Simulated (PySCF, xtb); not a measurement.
CH3BI2O, SMILES COB(I)I.

Coordinates come from a r2SCAN-D4/def2-SVP optimisation. The def2 effective core potentials stand for the cores of I; spin–orbit coupling is left out. One conformer was computed; it need not be the lowest.

Method: IEF-PCM-B3LYP/def2-SVP (PySCF 2.14.0).

The values are the electrostatic part of the solvation free energy, E(continuum) − E(gas) at the gas-phase geometry, in a cavity of scaled van der Waals radii (PySCF's table); cavitation and dispersion terms are not included. In vacuum the orbital gap is 5.92 eV. The dipole moment in vacuum is 2.63 D.

```
solvent                ε  ΔG(elec) (kcal/mol)  dipole (D)  gap (eV)
-----------------  -----  -------------------  ----------  --------
water              78.36                 -3.0        3.33      6.08
dimethylsulfoxide  46.83                 -3.0        3.32      6.08
toluene             2.37                 -1.4        2.96      6.00
```

For comparison, GFN2-xTB/ALPB(water) (xtb, at the GFN2-xTB geometry, all terms of that model) gives -5.0 kcal/mol.
